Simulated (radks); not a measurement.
Results of a calculation; reference values are marked as such.
The nickel ion Ni2+ inside a hard spherical wall (all orbitals vanish at R), configuration held at [Ar] 3d8 and not refilled when levels cross. Code: a radial shooting solver on a logarithmic mesh with Libxc functionals. Model: non-relativistic Kohn-Sham, LDA (Slater exchange, Perdew-Wang correlation), spin-polarised, spherical densities, point nucleus; open shells are filled with parallel spins first. Eigenvalues in eV for spin up, with the zero of energy where the potential of the charges vanishes at infinity; a dash marks a level that is unbound or too diffuse for the functional's potential to be trusted. A positive occupied level is held by the wall or, in an anion where self-interaction has pushed it up, behind a barrier. The pressure on the wall is -dE/dV.

R (bohr)  E (hartree)  kinetic (hartree)    e(2p)    e(3s)    e(3p)    e(3d)  e(4s, empty)  e(4p, empty)  pressure (GPa)
free      -1504.62074           1502.967  -859.62  -128.10  -91.176  -29.778       -21.726       -15.118               0
20        -1504.62074           1502.967  -859.62  -128.10  -91.176  -29.778       -21.726       -15.118        < 0.0001
15        -1504.62074           1502.967  -859.62  -128.10  -91.176  -29.778       -21.726       -15.118        < 0.0001
10        -1504.62074           1502.967  -859.62  -128.10  -91.176  -29.778       -21.726       -15.117        < 0.0001
8         -1504.62074           1502.967  -859.62  -128.10  -91.176  -29.778       -21.725       -15.107        < 0.0001
4         -1504.60959           1503.062  -859.09  -127.65  -90.734  -29.341       -19.853       -11.532            3.92
3         -1504.49776           1503.736  -856.10  -125.28  -88.418  -26.899       -11.410        -0.170            77.9
2.5       -1504.19144           1505.305  -850.75  -121.37  -84.548  -22.526         3.349        17.417             417
2         -1502.92032           1511.271  -836.12  -111.45  -74.391  -10.554        44.119        62.126            2940
1.5       -1496.13961           1538.879  -789.92  -79.526  -40.541   28.081        177.13        196.87           30900
